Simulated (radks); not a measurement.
The numbers below are computed, except where a source is named.
Charge is removed step by step from the 4f7/2 level of Tm2+, starting from [Xe] 4f(5/2: 6, 7/2: 7). Level of theory: Dirac Kohn-Sham, LDA (Slater exchange, Perdew-Wang correlation), spin-unpolarised, spherical densities, point nucleus (a radial shooting solver on a logarithmic mesh with Libxc functionals).

removed (e) = 0: E - E(0) (eV) 0.000; eigenvalue (eV) -17.294; E minus straight line (eV) 0.000
removed (e) = 0.1: E - E(0) (eV) 1.812; eigenvalue (eV) -18.957; E minus straight line (eV) -0.797
removed (e) = 0.2: E - E(0) (eV) 3.793; eigenvalue (eV) -20.657; E minus straight line (eV) -1.426
removed (e) = 0.3: E - E(0) (eV) 5.945; eigenvalue (eV) -22.392; E minus straight line (eV) -1.883
removed (e) = 0.4: E - E(0) (eV) 8.272; eigenvalue (eV) -24.160; E minus straight line (eV) -2.164
removed (e) = 0.5: E - E(0) (eV) 10.778; eigenvalue (eV) -25.960; E minus straight line (eV) -2.268
removed (e) = 0.6: E - E(0) (eV) 13.465; eigenvalue (eV) -27.792; E minus straight line (eV) -2.189
removed (e) = 0.7: E - E(0) (eV) 16.337; eigenvalue (eV) -29.654; E minus straight line (eV) -1.926
removed (e) = 0.8: E - E(0) (eV) 19.397; eigenvalue (eV) -31.546; E minus straight line (eV) -1.476
removed (e) = 0.9: E - E(0) (eV) 22.647; eigenvalue (eV) -33.465; E minus straight line (eV) -0.835
removed (e) = 1: E - E(0) (eV) 26.091; eigenvalue (eV) -35.413; E minus straight line (eV) 0.000

Removing the whole electron costs 26.091 eV by Delta-SCF, against 17.294 eV from minus the eigenvalue at the starting occupation. Slater's transition state (half an electron removed) gives 25.960 eV. Integrating minus the eigenvalue over the occupation (Janak's theorem) gives 26.091 eV. The mean slope of the eigenvalue, de/dn, is 18.1 eV per electron. Ionisation energy of Tm2+ in the NIST Atomic Spectra Database: 23.66 eV (semi-empirical).

Beside tabulated values, note that spin-unpolarised runs miss the spin-polarisation part of the exchange energy of open shells.
